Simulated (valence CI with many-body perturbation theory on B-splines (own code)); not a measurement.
**Au7+: E2, M1 decay**

Level of theory: valence CI with perturbative core correlation (CI+MBPT): four valence electrons over a frozen Dirac-Fock core [Xe] 4f14, radial functions for each j: 9 s, 9 p, 10 d, 8 f, 5 g, 3 h, 1 i, with the one-electron correlation potential Σ1, the two-electron term Σ2, the three-electron term Σ3, Breit, model QED; selected CI, second order for the rest, scaled by the run's own slope (own B-spline code, finite nucleus).

No measured levels were compared; by estimate terms of the open shell hold to 2 to 4 % of their energy, and close levels can change places; different configurations can be misplaced against each other by 1,000 to 8,000 cm⁻¹. Core correlation moves these levels by up to 16000 cm⁻¹, and in measured spectra 5 to 20 % of such shifts remained as error; rates that hang on mixing are uncertain with them. Only levels of the ground parity were solved; by the run's estimate the other parity begins above the list, which can be wrong where configurations are misplaced.

Lines 51 to 100 of 120 in falling wavelength, among levels below 258460 cm⁻¹, chosen from the decays that carry over 1 % of a level's rate. Wavelengths and rates use the calculated energies, so an error of 2000 cm⁻¹ moves a line at 471.4 nm by 9.4 % and its rate by three times that or more. Electric multipoles are in the length gauge, E1 and E2 with the static RPA response of the core. S is in atomic units (e²a₀⁴ for E2 and M2, e²a₀⁶ for E3), for M1 in squared Bohr magnetons. Weak lines are less certain than strong ones. Lines between different terms over intervals too small for the method are left out, as are lines whose strength nearly cancels.

Levels are named by their leading jj configuration (3d3/2^4 stands for four electrons in 3d with j = 3/2), which in mixed levels can hold well under half, so a name can repeat and another be missing. Letters in brackets count levels of one name in rising energy.

| λ vac (nm) | Upper | Lower | Type | A (s⁻¹) | S (a.u.) |
| --- | --- | --- | --- | --- | --- |
| 471.4 | (5d3/2^2 5d5/2^2) J=2 [d] | (5d3/2^2 5d5/2^2) J=3 [b] | M1 | 4.53e+00 | 8.79e-02 |
| 456.2 | (5d3/2^2 5d5/2^2) J=2 [b] | (5d3/2^2 5d5/2^2) J=2 [a] | M1 | 4.98e+01 | 8.75e-01 |
| 455.4 | (5d3/2^2 5d5/2^2) J=0 [a] | (5d3/2^3 5d5/2) J=1 | M1 | 3.26e+02 | 1.14e+00 |
| 447.5 | (5d3/2 5d5/2^3) J=6 | (5d3/2^2 5d5/2^2) J=5 | M1 | 6.50e+01 | 2.81e+00 |
| 433.7 | (5d3/2 5d5/2^3) J=3 [b] | (5d3/2^2 5d5/2^2) J=3 [c] | M1 | 5.32e+01 | 1.13e+00 |
| 422.2 | (5d5/2^4) J=4 | (5d3/2 5d5/2^3) J=5 | M1 | 3.58e+01 | 8.98e-01 |
| 421.9 | (5d3/2 5d5/2^3) J=1 [a] | (5d3/2^2 5d5/2^2) J=2 [b] | M1 | 8.11e+01 | 6.78e-01 |
| 411.0 | (5d3/2 5d5/2^3) J=3 [b] | (5d3/2^2 5d5/2^2) J=2 [c] | M1 | 3.48e+01 | 6.26e-01 |
| 398.8 | (5d3/2^2 5d5/2^2) J=1 | (5d3/2^2 5d5/2^2) J=2 [a] | M1 | 1.69e+02 | 1.20e+00 |
| 394.1 | (5d3/2 5d5/2^3) J=3 [b] | (5d3/2^2 5d5/2^2) J=4 [b] | M1 | 2.60e+01 | 4.13e-01 |
| 389.7 | (5d3/2^2 5d5/2^2) J=2 [f] | (5d3/2^2 5d5/2^2) J=3 [c] | M1 | 1.60e+01 | 1.76e-01 |
| 379.7 | (5d3/2^2 5d5/2^2) J=4 [b] | (5d3/2^2 5d5/2^2) J=3 [a] | M1 | 2.70e+00 | 4.93e-02 |
| 375.9 | (5d3/2 5d5/2^3) J=3 [c] | (5d3/2^2 5d5/2^2) J=2 [d] | M1 | 2.71e+01 | 3.73e-01 |
| 371.3 | (5d3/2^2 5d5/2^2) J=2 [f] | (5d3/2^2 5d5/2^2) J=2 [c] | M1 | 4.38e+00 | 4.16e-02 |
| 366.4 | (5d3/2^2 5d5/2^2) J=3 [c] | (5d3/2^3 5d5/2) J=4 | M1 | 6.97e+01 | 8.89e-01 |
| 365.6 | (5d3/2^2 5d5/2^2) J=4 [c] | (5d3/2^2 5d5/2^2) J=5 | M1 | 8.91e+00 | 1.45e-01 |
| 365.3 | (5d3/2^2 5d5/2^2) J=2 [c] | (5d3/2^2 5d5/2^2) J=3 [a] | M1 | 2.56e+00 | 2.31e-02 |
| 364.5 | (5d3/2^2 5d5/2^2) J=2 [e] | (5d3/2^2 5d5/2^2) J=1 | M1 | 1.92e+01 | 1.73e-01 |
| 364.0 | (5d5/2^4) J=4 | (5d3/2 5d5/2^3) J=3 [a] | M1 | 1.14e+02 | 1.84e+00 |
| 361.5 | (5d3/2 5d5/2^3) J=5 | (5d3/2^2 5d5/2^2) J=4 [a] | M1 | 9.87e+00 | 1.90e-01 |
| 351.4 | (5d3/2 5d5/2^3) J=3 [c] | (5d3/2 5d5/2^3) J=3 [a] | M1 | 3.68e+00 | 4.15e-02 |
| 349.1 | (5d3/2^2 5d5/2^2) J=3 [c] | (5d3/2^2 5d5/2^2) J=3 [a] | M1 | 3.34e+00 | 3.68e-02 |
| 346.1 | (5d3/2^2 5d5/2^2) J=2 [b] | (5d3/2^3 5d5/2) J=1 | M1 | 9.68e+01 | 7.44e-01 |
| 344.1 | (5d3/2 5d5/2^3) J=0 | (5d3/2^2 5d5/2^2) J=1 | M1 | 2.68e+02 | 4.04e-01 |
| 334.6 | (5d3/2 5d5/2^3) J=4 [a] | (5d3/2^3 5d5/2) J=4 | M1 | 1.44e+01 | 1.80e-01 |
| 331.7 | (5d3/2^2 5d5/2^2) J=4 [c] | (5d3/2^2 5d5/2^2) J=3 [b] | M1 | 3.18e+01 | 3.87e-01 |
| 326.9 | (5d3/2^2 5d5/2^2) J=2 [e] | (5d3/2^2 5d5/2^2) J=2 [b] | M1 | 5.14e+00 | 3.33e-02 |
| 326.4 | (5d3/2 5d5/2^3) J=1 [a] | (5d3/2^2 5d5/2^2) J=0 [a] | M1 | 1.36e+02 | 5.24e-01 |
| 320.0 | (5d3/2 5d5/2^3) J=4 [a] | (5d3/2^2 5d5/2^2) J=3 [a] | M1 | 4.65e+01 | 5.08e-01 |
| 317.2 | (5d3/2^2 5d5/2^2) J=2 [e] | (5d3/2^2 5d5/2^2) J=3 [b] | M1 | 2.93e+01 | 1.73e-01 |
| 313.1 | (5d3/2^2 5d5/2^2) J=2 [c] | (5d3/2^2 5d5/2^2) J=2 [a] | M1 | 2.32e+00 | 1.32e-02 |
| 312.5 | (5d5/2^4) J=4 | (5d3/2 5d5/2^3) J=4 [a] | M1 | 2.29e+02 | 2.33e+00 |
| 303.2 | (5d3/2 5d5/2^3) J=3 [c] | (5d3/2 5d5/2^3) J=4 [a] | M1 | 2.27e+01 | 1.64e-01 |
| 301.1 | (5d3/2^2 5d5/2^2) J=3 [c] | (5d3/2^2 5d5/2^2) J=2 [a] | M1 | 4.06e+00 | 2.88e-02 |
| 295.8 | (5d3/2^2 5d5/2^2) J=2 [f] | (5d3/2^2 5d5/2^2) J=1 | M1 | 4.78e+01 | 2.29e-01 |
| 289.0 | (5d5/2^4) J=4 | (5d3/2^2 5d5/2^2) J=3 [c] | M1 | 5.31e+00 | 4.28e-02 |
| 288.5 | (5d3/2^2 5d5/2^2) J=4 [c] | (5d3/2^2 5d5/2^2) J=4 [a] | M1 | 3.53e+01 | 2.83e-01 |
| 283.3 | (5d3/2 5d5/2^3) J=3 [b] | (5d3/2^2 5d5/2^2) J=3 [b] | M1 | 2.89e+01 | 1.71e-01 |
| 279.5 | (5d3/2 5d5/2^3) J=3 [a] | (5d3/2^2 5d5/2^2) J=3 [a] | M1 | 3.69e+01 | 2.09e-01 |
| 270.9 | (5d5/2^4) J=4 | (5d3/2^2 5d5/2^2) J=4 [b] | M1 | 3.30e+01 | 2.19e-01 |
| 270.6 | (5d3/2^2 5d5/2^2) J=2 [f] | (5d3/2^2 5d5/2^2) J=2 [b] | M1 | 2.77e+00 | 1.02e-02 |
| 265.8 | (5d3/2^2 5d5/2^2) J=2 [d] | (5d3/2^2 5d5/2^2) J=3 [a] | M1 | 2.03e+02 | 7.07e-01 |
| 263.9 | (5d3/2^2 5d5/2^2) J=2 [f] | (5d3/2^2 5d5/2^2) J=3 [b] | M1 | 6.00e+01 | 2.04e-01 |
| 263.9 | (5d3/2 5d5/2^3) J=3 [c] | (5d3/2^2 5d5/2^2) J=4 [b] | M1 | 2.26e+00 | 1.08e-02 |
| 263.9 | (5d3/2 5d5/2^3) J=3 [c] | (5d3/2^2 5d5/2^2) J=4 [b] | E2 | 2.06e+00 | 1.64e+00 |
| 261.8 | (5d3/2 5d5/2^3) J=5 | (5d3/2^3 5d5/2) J=4 | M1 | 5.01e+00 | 3.66e-02 |
| 257.0 | (5d3/2^2 5d5/2^2) J=2 [c] | (5d3/2^3 5d5/2) J=1 | M1 | 1.55e+01 | 4.88e-02 |
| 251.2 | (5d3/2 5d5/2^3) J=3 [b] | (5d3/2^2 5d5/2^2) J=4 [a] | M1 | 3.39e+01 | 1.39e-01 |
| 247.9 | (5d3/2 5d5/2^3) J=3 [a] | (5d3/2^2 5d5/2^2) J=2 [a] | M1 | 5.60e+01 | 2.21e-01 |
| 237.0 | (5d3/2^2 5d5/2^2) J=2 [d] | (5d3/2^2 5d5/2^2) J=2 [a] | M1 | 1.14e+01 | 2.81e-02 |
